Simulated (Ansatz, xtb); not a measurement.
Ranking isomers of GeH5SSi−

5 gas-phase structures of GeH5SSi−, found in a search over its isomers (lower ones may exist). Each was relaxed with GFN2-xTB; where two conformers were screened, the lower at r2SCAN-D4/def2-SVPD//GFN2-xTB is listed:

A. `[SiH3][GeH-][SH]`, a singlet
B. `[S-][SiH2][GeH3]`, a singlet
C. `[SiH3][GeH2][S-]`, a singlet
D. `[SiH3][S][GeH2-]`, a singlet
E. `S[SiH2][GeH2-]`, a singlet

Question: Which do you expect lowest at r2SCAN-D4/def2-SVPD//GFN2-xTB, and how would the others follow?

Answer: Calculated order at r2SCAN-D4/def2-SVPD//GFN2-xTB: B (0.0), C (33.6), D (36.0), A (61.2), E (72.1) kJ/mol. Less than 1 kcal/mol parts C and D, so the order within that pair means little.

Energies above the lowest of each column, in kJ/mol; the last columns are at r2SCAN-D4/def2-SVPD geometries (a dash: not run or not comparable):

```csv
structure,GFN2-xTB,HF/STO-3G,r2SCAN-D4/def2-SVPD//GFN2-xTB,r2SCAN-D4/def2-SVPD,CCSD(T)/def2-SVPD + ΔMP2/def2-TZVPPD
B,33.8,2.4,0.0,0.0,0.0
C,42.5,0.0,33.6,35.2,33.8
D,0.0,39.7,36.0,36.5,29.9
A,80.5,18.6,61.2,62.5,–
E,97.2,43.3,72.1,70.1,–
```

CCSD(T)/def2-SVPD + ΔMP2/def2-TZVPPD puts B lowest of those it was run on; GFN2-xTB picks D, HF/STO-3G picks C. CCSD(T)/def2-SVPD + ΔMP2/def2-TZVPPD orders those it was run on as B (0.0), D (29.9), C (33.8) kJ/mol. Less than 1 kcal/mol parts D and C, so the order within that pair means little. Flexible structures stand in one conformer each, not always the lowest. Frequencies (r2SCAN-D4/def2-SVPD) were run for B, C, D alone. ΔMP2 is the change of the MP2 energy from the smaller to the larger basis.

Over these structures GFN2-xTB departs from r2SCAN-D4/def2-SVPD//GFN2-xTB by 19.0 kJ/mol on average once a common shift is removed. A GFN2-xTB relaxation took about 0.17 s and the r2SCAN-D4/def2-SVPD//GFN2-xTB energy about 3.9 s on a shared host (Ansatz 0.2.0, xtb 6.7.1).
